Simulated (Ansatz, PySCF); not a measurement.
Bond stretch in Cu2, singlet.

Levels of theory: UHF/def2-SVP (PySCF); RHF/def2-SVP (PySCF); UKS-B3LYP = unrestricted B3LYP/def2-SVP (PySCF); RKS-B3LYP = restricted B3LYP/def2-SVP run with PySCF; UKS-wB97X-V = unrestricted wB97X-V/def2-SVP (PySCF); RKS-wB97X-V = restricted wB97X-V/def2-SVP (PySCF); UKS-CAM-B3LYP = PySCF with unrestricted CAM-B3LYP/def2-SVP; RKS-CAM-B3LYP = PySCF with restricted CAM-B3LYP/def2-SVP; UKS-PBE = unrestricted PBE/def2-SVP (Ansatz, a quantum-chemistry and plane-wave program); RKS-PBE = restricted PBE/def2-SVP (Ansatz); UKS-B3LYP/6-31G* = unrestricted B3LYP/6-31G*, spherical d run with PySCF; RKS-B3LYP/6-31G* = restricted B3LYP/6-31G*, spherical d (PySCF).

Scanned distances (Å): 1.71, 1.81, 1.93, 2.07, 2.15, 2.20, 2.28, 2.33, 2.44, 2.49, 2.65, 2.81, 3.07, 3.42, 3.73, 4.12, 4.56, 5.03, 5.64, 6.23, 6.84, 8.02, 9.17.

### Question
Where does the unrestricted solution first break spin symmetry (<S²> of 0.01 or more)?

### Answer
UHF: between 2.33 and 2.44 Å; UKS-B3LYP: between 3.42 and 3.73 Å; UKS-wB97X-V: between 2.81 and 3.07 Å; UKS-CAM-B3LYP: between 2.81 and 3.07 Å; UKS-PBE: between 3.73 and 4.12 Å; UKS-B3LYP/6-31G*: between 1.93 and 2.07 Å.

```
R / Å  <S²> UHF  E(RHF) − E(UHF) / kJ/mol  <S²> UKS-B3LYP  E(RKS-B3LYP) − E(UKS-B3LYP) / kJ/mol  <S²> UKS-wB97X-V  E(RKS-wB97X-V) − E(UKS-wB97X-V) / kJ/mol  <S²> UKS-CAM-B3LYP  E(RKS-CAM-B3LYP) − E(UKS-CAM-B3LYP) / kJ/mol  <S²> UKS-PBE  E(RKS-PBE) − E(UKS-PBE) / kJ/mol  <S²> UKS-B3LYP/6-31G*  E(RKS-B3LYP/6-31G*) − E(UKS-B3LYP/6-31G*) / kJ/mol
-----  --------  ------------------------  --------------  ------------------------------------  ----------------  ----------------------------------------  ------------------  --------------------------------------------  ------------  --------------------------------  ---------------------  --------------------------------------------------
1.71       0.00                       0.0            0.00                                   0.0              0.00                                       0.0                0.00                                           0.0          0.00                               0.0                   0.00                                                 0.0
1.81       0.00                       0.0            0.00                                   0.0              0.00                                       0.0                0.00                                           0.0          0.00                               0.0                   0.00                                                 0.0
1.93       0.00                       0.0            0.00                                   0.0              0.00                                       0.0                0.00                                           0.0          0.00                               0.0                   0.00                                                 0.0
2.07       0.00                       0.0            0.00                                   0.0              0.00                                       0.0                0.00                                           0.0          0.00                               0.0                   0.06                                                 0.1
2.15       0.00                       0.0            0.00                                   0.0              0.00                                       0.0                0.00                                           0.0          0.00                               0.0                   0.15                                                 0.5
2.20       0.00                       0.0            0.00                                   0.0              0.00                                       0.0                0.00                                           0.0          0.00                               0.0                   0.21                                                 1.0
2.28       0.00                       0.0            0.00                                   0.0              0.00                                       0.0                0.00                                           0.0          0.00                               0.0                   0.30                                                 2.2
2.33       0.00                       0.0            0.00                                   0.0              0.00                                       0.0                0.00                                           0.0          0.00                               0.0                   0.35                                                 3.2
2.44       0.06                       0.1            0.00                                   0.0              0.00                                       0.0                0.00                                           0.0          0.00                               0.0                   0.44                                                 4.3
2.49       0.11                       0.4            0.00                                   0.0              0.00                                       0.0                0.00                                           0.0          0.00                               0.0                   0.53                                                 7.8
2.65       0.27                       2.8            0.00                                   0.0              0.00                                       0.0                0.00                                           0.0          0.00                               0.0                   0.72                                                23.2
2.81       0.41                       7.3            0.00                                   0.0              0.00                                       0.0                0.00                                           0.0          0.00                               0.0                   0.83                                                41.7
3.07       0.60                      18.8            0.00                                   0.0              0.03                                       0.0                0.04                                           0.0          0.00                               0.0                   0.93                                                72.5
3.42       0.77                      40.1            0.00                                   0.0              0.55                                       9.8                0.46                                           6.9          0.00                               0.0                   0.98                                               109.5
3.73       0.86                      61.7            0.36                                   2.5              0.77                                      27.4                0.69                                          20.2          0.00                               0.0                   0.99                                               136.4
4.12       0.93                      89.4            0.68                                  11.7              0.90                                      54.3                0.86                                          40.8          0.44                               2.3                   1.00                                               163.2
4.56       0.97                     118.5            0.86                                  24.9              0.96                                      84.9                0.94                                          64.2          0.76                               9.3                   1.00                                               185.5
5.03       0.98                     145.8            0.95                                  38.2              0.99                                     113.9                0.98                                          86.2          0.91                              18.6                   1.00                                               202.4
5.64       1.00                     175.1            0.99                                  51.7              1.00                                     144.5                0.99                                         108.5          0.98                              29.2                   1.00                                               216.4
6.23       1.00                     197.4            1.00                                  60.7              1.00                                     166.7                1.00                                         124.3          1.00                              35.9                   1.00                                               224.8
6.84       1.00                     215.3            1.00                                  66.9              1.00                                     183.7                1.00                                         136.1          1.00                              40.0                   1.00                                               230.1
8.02       1.00                     239.3            1.00                                  73.4              1.00                                     205.4                1.00                                         150.6          1.00                              43.3                   1.00                                               235.5
9.17       1.00                     254.0            1.00                                  76.7              1.00                                     218.6                1.00                                         159.3          1.00                              44.2                   1.00                                               238.2
```
